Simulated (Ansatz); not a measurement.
Program: Ansatz. Geometries: PBE0-D4/def2-TZVP. ΔE: electronic, gas phase. CCSD(T)/CBS is the MP2 limit (def2-TZVPP, def2-QZVPP) plus CCSD(T) − MP2 in def2-TZVPP, frozen cores. This one scheme is used for every species. Functionals use def2-TZVPP. For Se outer-core shells are correlated without core-valence functions, which leaves a few kJ/mol of doubt a bond. Scalar relativity is left out up to krypton. One conformer a species, not always the lowest.

Consider the redistribution: `O=C([SiH3])[SeH]` + `[NH2][AlH][NH2]` → `[NH2][AlH][SeH]` + `NC(=O)[SiH3]`.

Question: Is it downhill or uphill in electronic energy at CCSD(T)/CBS, and by how much? (Estimate.)

Answer: Ansatz gave: Downhill: ΔE = -15.6 kcal/mol.

Question: What do these levels give: r2SCAN-D4, B2PLYP, r2SCAN, HF/def2-TZVPP, CCSD(T)/def2-TZVPP, HF/CBS(def2)? (Best estimate.)

Answer: The calculation gave: r2SCAN-D4 -16.4, B2PLYP -15.6, r2SCAN -16.4, HF/def2-TZVPP -21.6, CCSD(T)/def2-TZVPP -15.4, HF/CBS(def2) -21.0 kcal/mol.

Largest T1 diagnostic among the species: 0.016.

From PBE to PBE0 (25 % exact exchange), in def2-TZVPP and without D4, ΔE moves by −2.7 kcal/mol. In def2-TZVPP, CCSD(T) changes the Hartree–Fock value by +6.2 kcal/mol (the triples alone add +1.0 kcal/mol) and MP2 by +6.2 kcal/mol.
